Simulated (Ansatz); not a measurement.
Start from `CO[CH2][GaH2]` and change one atom or group to get `CO[CH2][AlH][OH]`.

Ansatz, PBE0-D4/def2-TZVP geometries, multiplicity 1. Each molecule was computed in one conformer, which needn't be the lowest.

Scalar relativity is left out up to krypton.

```tsv
property	`CO[CH2][GaH2]`
HOMO–LUMO gap (B3LYP/def2-TZVPP) / eV	5.60
size of the dipole moment (PBE/def2-TZVPP) / D	1.54
size of the dipole moment (ωB97M-V/def2-TZVPP) / D	1.59
LUMO energy (PBE0/def2-TZVPP) / eV	-1.44
LUMO energy (PBE/def2-TZVPP) / eV	-2.29
HOMO energy (ωB97M-V/def2-TZVPP) / eV	-9.85
```

Q: Give the same properties after the change, and the shifts. (Best estimate.)

A: The calculation gave: 
```csv
property,`CO[CH2][AlH][OH]`,shift
HOMO–LUMO gap (B3LYP/def2-TZVPP) / eV,5.68,0.08
size of the dipole moment (PBE/def2-TZVPP) / D,1.41,-0.13
size of the dipole moment (ωB97M-V/def2-TZVPP) / D,1.42,-0.17
LUMO energy (PBE0/def2-TZVPP) / eV,-0.65,0.79
LUMO energy (PBE/def2-TZVPP) / eV,-1.42,0.87
HOMO energy (ωB97M-V/def2-TZVPP) / eV,-9.05,0.80
```

The zero-point energy changes by 20.6 kJ/mol with +3 modes. Dipoles are sizes alone; their direction can turn.

B3LYP here is the variant with VWN-RPA as its local correlation; programs differ in this.
